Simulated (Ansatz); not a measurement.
Gas-phase electronic energies from Ansatz, PBE0-D4/def2-TZVP geometries. CBS: MP2 limit from def2 TZ/QZ plus the TZ coupled-cluster correction, frozen cores. DFT in def2-TZVPP. Elements past krypton have def2 core potentials. For W outer-core shells are correlated without core-valence functions, which leaves a few kJ/mol of doubt a bond. Each species was taken in one conformer, which may not be the lowest.

Consider the redistribution: `[NH2][Al]([F])[SiH3]` + `[OH][W](=[S])(=[S])[Cl]` → `[F][Al]([SiH3])[Cl]` + `[NH2][W]([OH])(=[S])=[S]`.

CCSD(T)/CBS gives -0.23 eV.

(1) Another level gave -0.24 eV. Which?
A. HF/def2-TZVPP
B. B2PLYP/def2-TZVPP
C. LC-ωPBE/def2-TZVPP
D. PBE0-D4/def2-TZVPP

Largest T1 diagnostic among the species: 0.022, so the coupled-cluster value is less sure than usual.

Answers

(1) D. PBE0-D4 -0.24, LC-ωPBE -0.30, B2PLYP -0.16, HF/def2-TZVPP -0.35 eV.

From r2SCAN to r2SCAN0 (25 % exact exchange), in def2-TZVPP and without D4, ΔE moves by −0.03 eV. At CCSD(T), def2-SVP lies −0.06 eV from the extrapolated value and def2-TZVPP +0.01 eV. Leaving LDA and LC-ωPBE aside and taking each functional with its dispersion term where it has one, the values, not all of them listed here, spread over 0.13 eV, from ωB97X-V to B2PLYP.
